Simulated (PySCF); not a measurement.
## Correlation energy of F (fluorine, neutral)

[He] 2s1 2p6, 2S determinant (an excited configuration). Computed with PySCF 2.14 in x2c-QZVPPall, with the spin-free X2C one-electron Hamiltonian (Gaussian nucleus). Frozen: 1s2; 7 electrons correlated.

```
  level  correlation energy (mhartree)
   CCSD                        -318.66
    (T)                         -13.08
CCSD(T)                        -331.74
```

Diagnostics: T1 = 0.012, D1 = 0.0259, largest double amplitude 0.077.

Cost of the coupled-cluster step: about 9 core-seconds, for 7 correlated electrons.
